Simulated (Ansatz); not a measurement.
A run for Ansatz (an electronic-structure program): R-CCSD(T)/cc-pVDZ on GeH4N2 (SMILES [NH2][Ge][NH2]), a point of a torsion scan. The run froze 16 orbitals, filled d shells among them.

Ansatz 0.2 input:
```yaml
crystal:
  periodic: [false, false, false]
  atoms:
    - {symbol: N, position_ang: [1.31965034, 0.33623455, -0.25947541]}
    - {symbol: Ge, position_ang: [0.11700514, -0.16999754, 1.12886704]}
    - {symbol: N, position_ang: [-0.99901146, 1.22017875, 0.83013642]}
    - {symbol: H, position_ang: [1.41945179, -0.37693016, -0.97422115]}
    - {symbol: H, position_ang: [2.26126383, 0.50785344, 0.07769027]}
    - {symbol: H, position_ang: [-0.83952348, 1.91123129, 0.11249556]}
    - {symbol: H, position_ang: [-1.85026176, 1.42417957, 1.32998497]}
basis:
  gaussian:
    orbitals: cc-pVDZ
magnetization: {spin_polarized: false}
correlation: {method: ccsd_t, electrons: outside_noble_gas}
scf: {lower_state_search: off}
```

Output:

```
WARN ansatz: RAYON_NUM_THREADS=1 ignored (pool sized by the plan → 1); use --threads N
Functional definition: HF
these checks for a lower state are left out or cut short: stability, starts, cluster_reference, orbital_swaps, neighbouring_geometries, increment
integrals: 0.06 GiB planned
771 factors; integrals over basis functions are off by at most 1.3e-3 eV
mean field: 0.16 GiB planned
mean field evaluation 1: about -59495.8003 eV, gradient 4.2e1 eV
mean field evaluation 2: about -59495.8068 eV, gradient 4.2e1 eV
mean field evaluation 4: about -59499.6875 eV, gradient 2.7e0 eV
mean field evaluation 8: about -59499.7268 eV, gradient 4.9e-4 eV
mean field -59499.72675970 eV, -2186.5746280557 hartree, gradient 8.2e-7 eV, S^2 0.000000; 0 other end points of the search recorded, 0 dependent functions left out
16 core orbitals not correlated
reference -59499.72675970 eV, -2186.5746280557 hartree; 9, 9 occupied and 50, 50 virtual orbitals, 771 factors
second order -11.67091717 eV of doubles, -0.00000000 eV of singles
coupled cluster: 0.14 GiB planned
cycle   1  -12.07673753 eV  change   -4.1e-1 eV  update   9.3e-2
cycle   2  -12.40984750 eV  change   -3.3e-1 eV  update   3.0e-2
cycle   3  -12.51135986 eV  change   -1.0e-1 eV  update   1.9e-2
cycle   4  -12.50395576 eV  change    7.4e-3 eV  update   6.2e-3
cycle   5  -12.50332722 eV  change    6.3e-4 eV  update   3.0e-3
cycle   6  -12.50337493 eV  change   -4.8e-5 eV  update   9.1e-4
cycle   7  -12.50307819 eV  change    3.0e-4 eV  update   3.0e-4
cycle   8  -12.50307729 eV  change    9.0e-7 eV  update   9.8e-5
cycle   9  -12.50309728 eV  change   -2.0e-5 eV  update   3.2e-5
cycle  10  -12.50308965 eV  change    7.6e-6 eV  update   1.2e-5
perturbative correction -0.36568318 eV, -0.0134386089 hartree
Total energy: -59512.59553253 eV, -2187.0475467344 hartree
Checks for a lower state left out: stability, starts, cluster_reference, orbital_swaps, neighbouring_geometries, increment
```

Self-consistency was reached.

Cost: about 2.5 core-seconds (a rough figure).
